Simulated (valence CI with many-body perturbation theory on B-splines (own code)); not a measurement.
**E1 line list for Tl⁷⁶⁺**

Level of theory: configuration interaction combined with many-body perturbation theory (CI+MBPT): three valence electrons over a frozen Dirac-Fock core [He], a basis of 11 s, 11 p, 10 d, 8 f, 5 g, 2 h functions for each j, with the one-electron correlation potential Σ1 (screened to all orders), the two-electron term Σ2, the three-electron term Σ3, Breit, model QED; selected single and double excitations, second order for the rest, scaled by the run's own slope (own B-spline code, finite nucleus).

The last digits are not significant, and no measured levels were compared; by estimate large intervals hold to a few tenths of a per cent, small ones and those within an open d or f shell to about a per cent.

Lines 51 to 100 of 565 in falling wavelength, among levels below 1447.7 Ry, chosen from the strongest by gf and those to the six lowest levels. Wavelengths and rates use the calculated energies. Electric multipoles are in the length gauge, E1 and E2 with the static RPA response of the core. Weak lines are less certain than strong ones. Lines between different terms over intervals too small for the method are left out, as are lines whose strength nearly cancels. The highest levels of a list are the least certain.

Levels are named by their leading jj configuration (3d3/2^4 stands for four electrons in 3d with j = 3/2), which in mixed levels can hold well under half, so a name can repeat and another be missing. Letters in brackets count levels of one name in rising energy.

| λ vac (nm) | Upper | Lower | A (s⁻¹) | S (a.u.) |
| --- | --- | --- | --- | --- |
| 4.041 | (2s 2p1/2 4p3/2) J=3/2 [b] | (2s 2p1/2 4s) J=1/2 [b] | 4.62e+11 | 6.02e-02 |
| 3.957 | (2s 2p1/2 4p3/2) J=3/2 [a] | (2s 2p1/2 4s) J=1/2 [a] | 8.67e+11 | 1.06e-01 |
| 3.939 | (2s^2 4p3/2) J=3/2 | (2s^2 4s) J=1/2 | 8.95e+11 | 1.08e-01 |
| 3.922 | (2s 2p1/2 4p3/2) J=5/2 | (2s 2p1/2 4s) J=3/2 | 8.54e+11 | 1.53e-01 |
| 3.910 | (2s 2p1/2 4p3/2) J=3/2 [b] | (2s 2p1/2 4s) J=3/2 | 4.13e+11 | 4.87e-02 |
| 3.886 | (2s 2p1/2^2) J=1/2 | (2s^2 2p1/2) J=1/2 | 3.29e+10 | 1.91e-03 |
| 3.754 | (2p1/2^2 2p3/2) J=3/2 | (2s 2p1/2 2p3/2) J=1/2 | 1.72e+10 | 1.80e-03 |
| 3.724 | (2p1/2^2 4s) J=1/2 | (2s 2p1/2 4s) J=1/2 [b] | 3.75e+11 | 1.91e-02 |
| 3.668 | (2p1/2^2 4p3/2) J=3/2 | (2s 2p1/2 4p3/2) J=1/2 | 1.45e+11 | 1.41e-02 |
| 3.518 | (2s 2p1/2 2p3/2) J=1/2 | (2s^2 2p3/2) J=3/2 | 2.36e+10 | 1.01e-03 |
| 3.502 | (2s 2p1/2 2p3/2) J=3/2 [b] | (2s^2 2p3/2) J=3/2 | 1.71e+10 | 1.45e-03 |
| 2.993 | (2p1/2^2 2p3/2) J=3/2 | (2s 2p1/2 2p3/2) J=5/2 | 9.54e+10 | 5.05e-03 |
| 2.715 | (2p1/2^2 2p3/2) J=3/2 | (2s 2p1/2 2p3/2) J=3/2 [a] | 2.45e+10 | 9.69e-04 |
| 1.806 | (2p1/2 2p3/2 3d3/2) J=5/2 [b] | (2p1/2 2p3/2 3p1/2) J=3/2 [b] | 1.10e+12 | 1.92e-02 |
| 1.796 | (2s 2p1/2 3d3/2) J=3/2 [b] | (2s 2p1/2 3p1/2) J=1/2 [b] | 1.06e+12 | 1.21e-02 |
| 1.791 | (2p1/2 2p3/2 3d3/2) J=3/2 [b] | (2p1/2 2p3/2 3p1/2) J=3/2 [b] | 1.21e+12 | 1.37e-02 |
| 1.785 | (2s 2p1/2 3d3/2) J=1/2 | (2s 2p1/2 3p1/2) J=1/2 [b] | 1.58e+12 | 8.85e-03 |
| 1.761 | (2p1/2 2p3/2 3d3/2) J=1/2 [b] | (2p1/2 2p3/2 3p1/2) J=3/2 [b] | 1.52e+12 | 8.19e-03 |
| 1.751 | (2p1/2 2p3/2 3d3/2) J=5/2 [a] | (2p1/2 2p3/2 3p1/2) J=5/2 | 3.86e+11 | 6.15e-03 |
| 1.745 | (2s 2p3/2 3d3/2) J=5/2 [a] | (2s 2p3/2 3p1/2) J=5/2 | 1.08e+12 | 1.70e-02 |
| 1.743 | (2s 2p3/2 3d3/2) J=5/2 [a] | (2s 2p3/2 3p1/2) J=3/2 [a] | 9.41e+11 | 1.47e-02 |
| 1.742 | (2s 2p3/2 3d3/2) J=3/2 [b] | (2s 2p3/2 3p1/2) J=3/2 [b] | 8.13e+11 | 8.48e-03 |
| 1.739 | (2s 2p3/2 3d3/2) J=3/2 [b] | (2s 2p3/2 3p1/2) J=1/2 | 1.06e+12 | 1.10e-02 |
| 1.733 | (2p3/2^2 3d3/2) J=7/2 | (2p3/2^2 3p1/2) J=5/2 | 2.09e+12 | 4.28e-02 |
| 1.731 | (2p3/2^2 3d3/2) J=3/2 [a] | (2p3/2^2 3p1/2) J=3/2 | 1.64e+12 | 1.68e-02 |
| 1.730 | (2p3/2^2 3d3/2) J=5/2 | (2p3/2^2 3p1/2) J=5/2 | 1.11e+12 | 1.70e-02 |
| 1.728 | (2s 2p3/2 3d3/2) J=5/2 [b] | (2s 2p3/2 3p1/2) J=3/2 [b] | 2.08e+12 | 3.18e-02 |
| 1.727 | (2p3/2^2 3d3/2) J=5/2 | (2p3/2^2 3p1/2) J=3/2 | 9.77e+11 | 1.49e-02 |
| 1.726 | (2p3/2^2 3d3/2) J=3/2 [b] | (2p3/2^2 3p1/2) J=1/2 | 2.04e+12 | 2.07e-02 |
| 1.726 | (2s 2p3/2 3d3/2) J=3/2 [a] | (2s 2p3/2 3p1/2) J=3/2 [a] | 1.67e+12 | 1.69e-02 |
| 1.724 | (2p3/2^2 3p3/2) J=5/2 | (2p3/2^2 3s) J=3/2 | 1.47e+12 | 2.22e-02 |
| 1.722 | (2s 2p3/2 3d3/2) J=7/2 | (2s 2p3/2 3p1/2) J=5/2 | 2.03e+12 | 4.08e-02 |
| 1.721 | (2p1/2 2p3/2 3d3/2) J=3/2 [a] | (2p1/2 2p3/2 3p1/2) J=3/2 [a] | 8.09e+11 | 8.14e-03 |
| 1.721 | (2s^2 3d3/2) J=3/2 | (2s^2 3p1/2) J=1/2 | 2.02e+12 | 2.03e-02 |
| 1.721 | (2p3/2^2 3p3/2) J=1/2 | (2p3/2^2 3s) J=3/2 | 3.08e+12 | 1.55e-02 |
| 1.721 | (2p1/2 2p3/2 3d3/2) J=5/2 [a] | (2p1/2 2p3/2 3p1/2) J=3/2 [a] | 1.65e+12 | 2.48e-02 |
| 1.720 | (2p1/2^2 3d3/2) J=3/2 | (2p1/2^2 3p1/2) J=1/2 | 2.06e+12 | 2.07e-02 |
| 1.719 | (2p1/2 2p3/2 3p3/2) J=3/2 [a] | (2p1/2 2p3/2 3s) J=3/2 [b] | 1.34e+12 | 1.34e-02 |
| 1.716 | (2s 2p1/2 3d3/2) J=3/2 [a] | (2s 2p1/2 3p1/2) J=1/2 [a] | 1.99e+12 | 1.98e-02 |
| 1.715 | (2p3/2^2 3d3/2) J=1/2 | (2p3/2^2 3p1/2) J=3/2 | 2.14e+12 | 1.06e-02 |
| 1.712 | (2p1/2 2p3/2 3p3/2) J=7/2 | (2p1/2 2p3/2 3s) J=5/2 | 1.72e+12 | 3.41e-02 |
| 1.711 | (2p1/2 2p3/2 3d3/2) J=7/2 | (2p1/2 2p3/2 3p1/2) J=5/2 | 2.09e+12 | 4.13e-02 |
| 1.710 | (2s 2p3/2 3d3/2) J=1/2 [a] | (2s 2p3/2 3p1/2) J=3/2 [a] | 2.21e+12 | 1.09e-02 |
| 1.709 | (2s 2p1/2 3d3/2) J=5/2 | (2s 2p1/2 3p1/2) J=3/2 | 2.05e+12 | 3.03e-02 |
| 1.707 | (2p1/2 2p3/2 3d3/2) J=3/2 [a] | (2p1/2 2p3/2 3p1/2) J=1/2 | 1.17e+12 | 1.15e-02 |
| 1.707 | (2s 2p3/2 3p3/2) J=3/2 [a] | (2s 2p3/2 3s) J=3/2 [a] | 2.49e+12 | 2.45e-02 |
| 1.699 | (2s 2p3/2 3d3/2) J=1/2 [b] | (2s 2p3/2 3p1/2) J=1/2 | 1.85e+12 | 8.94e-03 |
| 1.697 | (2s 2p1/2 3p3/2) J=3/2 [b] | (2s 2p1/2 3s) J=1/2 [b] | 1.72e+12 | 1.66e-02 |
| 1.696 | (2p1/2 2p3/2 3p3/2) J=1/2 [a] | (2p1/2 2p3/2 3s) J=1/2 | 1.78e+12 | 8.56e-03 |
| 1.695 | (2p3/2^2 3p3/2) J=7/2 | (2p3/2^2 3s) J=5/2 | 3.30e+12 | 6.34e-02 |
